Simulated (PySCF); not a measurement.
Compound: C5H6F2O.
Z-matrix (Å and degrees, PBE0-D3(BJ)/def2-SVP geometry), rows numbered from 1:
```
F 
C   1  1.3664
C   2  1.4834  1  111.18
C   3  1.3328  2  128.54  1     3.28
C   4  1.4925  3  109.07  2   177.46
O   5  1.4160  4  104.77  3     4.20
C   6  1.3729  5  110.85  4    -9.96
F   7  1.3834  3  108.86  2   -64.34
H   2  1.1053  1  109.27  3   120.92
H   2  1.1062  1  108.98  3  -121.96
H   4  1.0902  3  126.08  2    -1.00
H   5  1.1039  4  113.09  3   122.27
H   5  1.1064  4  112.12  3  -116.11
H   7  1.1049  3  115.96  2    54.33
```

Method: PySCF, PBE0-D3(BJ)/def2-SVP geometry optimisation, gas phase.

Take the most abundant isotopes and a rigid rotor. The values belong to one conformer with, in the numbering `[F:1][CH2:2][C:3]1=[CH:4][CH2:5][O:6][C@H:7]1[F:8]`, F1–C2–C3–C4 3°.

Problem. Give the principal moments of inertia and the rotational constants in MHz.

Solution. Ia = 145.35, Ib = 320.84, Ic = 430.91 u·Å²; 505379 MHz·u·Å²/I gives A = 3477, B = 1575, C = 1173 MHz.

Problem. What kind of rotor is it?

Solution. An asymmetric top; Ray's κ = -0.651.

Problem. What does the inertial defect say?

Solution. Not planar: Δ = Ic − Ia − Ib = -35.28 u·Å². For a rigid frame Δ = −2 Σ m c², so Σ m c² = 17.64 u·Å² lies off the ab plane: 5.86 from hydrogen and 11.78 from heavier atoms. The atom farthest from that plane is 1.42 Å away.

Problem. Give the coordinates in the principal-axis frame, origin at the centre of mass.

Solution. The sense of each axis is arbitrary; atoms in the order of the calculation.
```csv
atom,mass (u),a (Å),b (Å),c (Å)
F1,18.998,2.718,-0.236,0.100
C2,12.000,1.707,0.614,-0.249
C3,12.000,0.388,-0.059,-0.168
C4,12.000,0.112,-1.297,0.242
C5,12.000,-1.366,-1.505,0.204
O6,15.995,-1.884,-0.312,-0.355
C7,12.000,-0.908,0.650,-0.444
F8,18.998,-1.090,1.637,0.509
H9,1.008,1.717,1.488,0.427
H10,1.008,1.888,0.986,-1.275
H11,1.008,0.836,-2.039,0.579
H12,1.008,-1.668,-2.353,-0.435
H13,1.008,-1.788,-1.683,1.212
H14,1.008,-0.979,1.166,-1.419
```

Problem. List the rotational levels J(Ka,Kc) to J = 3 (MHz).

Solution. Above 0(0,0):
J = 1: 1(0,1) 2748, 1(1,1) 4650, 1(1,0) 5052
J = 2: 2(0,2) 8187, 2(1,2) 9743, 2(1,1) 10951, 2(2,1) 16656, 2(2,0) 16714
J = 3: 3(0,3) 16209, 3(1,3) 17350, 3(1,2) 19759, 3(2,2) 24900, 3(2,1) 25180, 3(3,1) 35449, 3(3,0) 35454

Problem. Which lines would a microwave search look for?

Solution. The dipole components are |μa| = 0.53 D, |μb| = 1.02 D, |μc| = 0.79 D. The squared components, which scale the intensities, stand as 0.27 : 1.00 : 0.60 (a : b : c). Some lines, for components of 0.1 D or more:

```csv
type,branch,"J(Ka,Kc)",MHz,lower level (cm⁻¹)
c,Q,"1(1,1) ← 1(0,1)",1902,0.092
b,R,"1(1,1) ← 0(0,0)",4650,0.000
b,Q,"4(1,3) ← 4(0,4)",4739,0.890
b,R,"3(0,3) ← 2(1,2)",6465,0.325
b,R,"4(1,3) ← 3(2,2)",6524,0.831
c,R,"2(1,1) ← 1(0,1)",8203,0.092
a,R,"3(1,2) ← 2(1,1)",8809,0.365
c,Q,"3(3,1) ← 3(2,1)",10270,0.840
a,R,"4(0,4) ← 3(0,3)",10477,0.541
a,R,"4(2,3) ← 3(2,2)",10947,0.831
c,R,"3(1,2) ← 2(0,2)",11573,0.273
a,R,"4(1,3) ← 3(1,2)",11665,0.659
b,R,"3(2,2) ← 2(1,1)",13950,0.365
b,Q,"4(4,0) ← 4(3,1)",14596,1.554
b,Q,"4(4,1) ← 4(3,2)",14632,1.552
c,R,"4(2,2) ← 3(1,2)",16882,0.659
c,R,"4(3,1) ← 3(2,1)",21398,0.840
b,R,"4(4,1) ← 3(3,0)",25719,1.183
c,R,"4(4,0) ← 3(3,0)",25720,1.183
b,R,"4(4,0) ← 3(3,1)",25725,1.182
```

Not checked by PBE0-D3(BJ)/def2-SVP frequencies. Zero-point vibration and centrifugal distortion are left out.
